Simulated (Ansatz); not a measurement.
Calculated with Ansatz (gas phase, PBE0-D4/def2-TZVP geometries, no zero-point term in ΔE). CBS: MP2 limit from def2 TZ/QZ plus the TZ coupled-cluster correction, frozen cores. This one scheme is used for every species. DFT in def2-TZVPP. B3LYP here is the variant with VWN-RPA as its local correlation; programs differ in this. Elements past krypton have def2 core potentials. For Sn outer-core shells are correlated without core-valence functions, which leaves a few kJ/mol of doubt a bond. One conformer a species, not always the lowest.

Consider the ligand exchange at the Sn–S bond: `N=C[S][SnH3]` + CH₃OH → `C[O][SnH3]` + `N=CS`.

`N=C[S][SnH3]`:

```xyz
9

N     1.517    2.227   -0.330
C     0.787    1.241   -0.050
S     0.467   -0.136   -1.121
Sn   -1.016   -1.470    0.240
H     1.922    2.163   -1.264
H     0.300    1.203    0.926
H    -0.303   -3.001    0.457
H    -2.508   -1.605   -0.568
H    -1.164   -0.622    1.710
```

CH₃OH:

Z-matrix (Å, degrees):
```
C
O 1 1.409
H 1 1.097 2 112.4
H 1 1.090 2 107.0 3 -118.5
H 1 1.097 2 112.4 3 123.0
H 2 0.959 1 108.5 3 -61.6
```

`C[O][SnH3]`:

```xyz
9

C     0.485    1.334   -0.330
O    -0.284    0.640    0.616
Sn   -0.530   -1.301    0.407
H     0.507    2.391   -0.048
H     0.067    1.269   -1.345
H     1.526    0.980   -0.372
H    -1.290   -1.561   -1.102
H    -1.501   -1.732    1.732
H     1.021   -2.020    0.442
```

`N=CS`:

Cartesian coordinates in Å:
```
N -0.174 0.137 1.056
C -0.005 0.351 -0.175
S 0.287 -0.918 -1.341
H -0.328 1.010 1.557
H -0.018 1.334 -0.659
H 0.238 -1.913 -0.438
```

Is it downhill or uphill in electronic energy at CCSD(T)/CBS, and by how much? (Estimate.)

Computed: Uphill: ΔE = +0.46 eV.

What do these levels give: PBE-D4, B3LYP-D4, ωB97X-V, B3LYP, MP2/def2-TZVPP, SCS-MP2/def2-TZVPP, CCSD/def2-TZVPP, CCSD(T)/def2-TZVPP, HF/def2-QZVPP, MP2/def2-QZVPP, HF/CBS(def2), MP2/CBS(def2)? (An estimate is asked.)

Computed: PBE-D4 0.51, B3LYP-D4 0.44, ωB97X-V 0.39, B3LYP 0.41, MP2/def2-TZVPP 0.46, SCS-MP2/def2-TZVPP 0.40, CCSD/def2-TZVPP 0.42, CCSD(T)/def2-TZVPP 0.43, HF/def2-QZVPP 0.37, MP2/def2-QZVPP 0.47, HF/CBS(def2) 0.37, MP2/CBS(def2) 0.49 eV.

Largest T1 diagnostic among the species: 0.015.

In def2-TZVPP, CCSD(T) changes the Hartree–Fock value by +0.05 eV (the triples alone add +0.01 eV) and MP2 by +0.08 eV.
